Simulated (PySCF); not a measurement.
C4H9B.
Atom-mapped SMILES: `[BH2:1][C@@H:2]1[CH2:3][C@H:4]1[CH3:5]` (hydrogens: H6, H7 on B1; H8 on C2; H9, H10 on C3; H11 on C4; H12, H13, H14 on C5)

Theory: PBE0-D3(BJ)/def2-SVP geometry optimisation, gas phase in PySCF 2.14.0.

Question: Give the optimised bond lengths and angles.

Answer: 
```json
{"bond": "B1–C2", "length (Å)": "1.527"}
{"bond": "C2–C3", "length (Å)": "1.532"}
{"bond": "C3–C4", "length (Å)": "1.473"}
{"bond": "C4–C5", "length (Å)": "1.504"}
{"bond": "C2–C4", "length (Å)": "1.540"}
{"bond": "B1–H6, B1–H7", "length (Å)": "1.212"}
{"bond": "C2–H8", "length (Å)": "1.095"}
{"bond": "C3–H9", "length (Å)": "1.093"}
{"bond": "C3–H10", "length (Å)": "1.094"}
{"bond": "C4–H11", "length (Å)": "1.095"}
{"bond": "C5–H12, C5–H13, C5–H14", "length (Å)": "1.101"}
```

Bonds in one row agree within 0.01 Å and their mean is given. A selection of angles:
```json
{"angle": "C2–B1–H6", "degrees": "122.2"}
{"angle": "C2–B1–H7", "degrees": "119.1"}
{"angle": "H6–B1–H7", "degrees": "118.8"}
{"angle": "B1–C2–C3", "degrees": "119.0"}
{"angle": "B1–C2–C4", "degrees": "117.4"}
{"angle": "B1–C2–H8", "degrees": "119.8"}
{"angle": "C3–C2–C4", "degrees": "57.3"}
{"angle": "C3–C2–H8", "degrees": "114.3"}
{"angle": "C4–C2–H8", "degrees": "113.6"}
{"angle": "C2–C3–C4", "degrees": "61.6"}
{"angle": "C2–C3–H9", "degrees": "117.6"}
{"angle": "C2–C3–H10", "degrees": "115.6"}
{"angle": "C4–C3–H9", "degrees": "119.3"}
{"angle": "C4–C3–H10", "degrees": "118.1"}
{"angle": "H9–C3–H10", "degrees": "114.5"}
{"angle": "C3–C4–C5", "degrees": "121.4"}
{"angle": "C3–C4–H11", "degrees": "115.9"}
{"angle": "C5–C4–H11", "degrees": "114.6"}
{"angle": "C2–C4–C3", "degrees": "61.1"}
{"angle": "C2–C4–C5", "degrees": "118.7"}
{"angle": "C2–C4–H11", "degrees": "114.6"}
{"angle": "C4–C5–H12", "degrees": "110.8"}
{"angle": "H12–C5–H13", "degrees": "107.8"}
```

Torsions: B1–C2–C3–C4 -106° (anticlinal); C2–C3–C4–C5 -108° (anticlinal); B1–C2–C4–C3 108° (anticlinal).

The 3-membered ring C2–C3–C4 has internal angles of 57.3° to 61.6°. The C–C distances run from 1.473 Å (C3–C4, drawn single) to 1.540 Å (C2–C4, drawn single), a spread of 0.067 Å. B1 (three-coordinate boron) is planar (angles 122.2°, 119.1° and 118.8°, sum 360.0°, 0.00 Å off the plane of its three neighbours). Of the pairs four or more bonds apart, H8···H14 is among the closest relative to their van der Waals radii: 2.50 Å, 104 % of the sum of Bondi's values.

Point group: C1 (no symmetry element, even within 0.4 Å). No frequency check. One conformer, not necessarily the lowest (H–B1–C2–C3 -151° and 30°).
